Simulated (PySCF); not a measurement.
Gas-phase reaction: 2 TaOF3 + O2 + 4 HF → 2 TaF5 + 2 H2O2

Computed with PySCF and rigid-rotor harmonic-oscillator thermochemistry at 1 bar. † marks an energy on the PBE0/def2-TZVP geometry and frequencies; other levels use their own. CCSD(T) freezes the core. Open shells (unrestricted): O2 (multiplicity 3); the rest are closed-shell singlets. Ta: scalar-relativistic def2 core potential, no spin-orbit coupling. TaOF3: computed as isolated molecules; such fragments, hydroxides, amides, oligomers or adducts are transient or little studied in the gas. CCSD(T) isn't extrapolated to the basis-set limit.

PBE0/def2-TZVP gives ΔH°(298 K) = -112 kJ.

**Question.** What do PBE0/def2-SVP†, CCSD(T)/def2-TZVPP†, PBE0/def2-QZVP† give?

**Answer.** PBE0/def2-SVP†: -187 kJ; CCSD(T)/def2-TZVPP†: -97 kJ; PBE0/def2-QZVP†: -112 kJ. For scale, ΔH°(298 K) is -112 kJ at this level, -153 kJ at ωB97M-V/def2-TZVP†, and runs from -1107 to -24 kJ over the 18 levels computed († marks an energy on the PBE0/def2-TZVP geometry).
